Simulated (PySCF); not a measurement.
Species: C6H7BN2.
InChI=1S/C6H7BN2/c1-3-4-5-7(6-8)9-2/h3,9H,1H2,2H3

Torsions of this conformer, `[CH2:1]=[CH:2][C:3]#[C:4][B:5]([C:6]#[N:7])[NH:8][CH3:9]`: C4–B5–N8–C9 0°.

The closed-shell ground state was solved at several levels (PySCF, density fitting, gas phase, non-relativistic). One conformer (not necessarily the lowest) at the PBE0-D3(BJ)/def2-SVP geometry, without solvent, vibrations or thermal averaging.

```csv
level,basis functions,total energy (Eh),HOMO (eV),LUMO (eV),gap (eV),dipole (D)
wB97X-D/def2-SVPD,236,-366.7894,-9.12,-0.48,8.64,5.44
PBE0/pcSseg-1,188,-366.6881,-7.34,-2.12,5.22,5.50
B97-2/pcSseg-1,188,-367.0018,-7.10,-2.14,4.96,5.47
```

(1) What might B3LYP/pcJ-1 (313 basis functions) give for the same quantities?

(2) Over all these levels, which gives the widest orbital gap and which the narrowest?

(3) How far do the dipole and the HOMO energy spread over the levels?

Answers

(1) Total energy -367.2087 Eh, HOMO -7.10 eV, LUMO -2.26 eV, gap 4.84 eV, dipole 5.44 D.

(2) wB97X-D/def2-SVPD (range-separated hybrid) has the widest, 8.64 eV, and B3LYP/pcJ-1 (global hybrid, 20 % exact exchange) the narrowest, 4.84 eV. Functional and basis both differ between the two, so the spread mixes both effects.

(3) The dipole runs from 5.44 to 5.50 D (mean 5.46 D) and the HOMO from -9.12 to -7.10 eV.

Note: wB97X-D ran without an empirical dispersion term, which enters the total energy and its gradient alone.
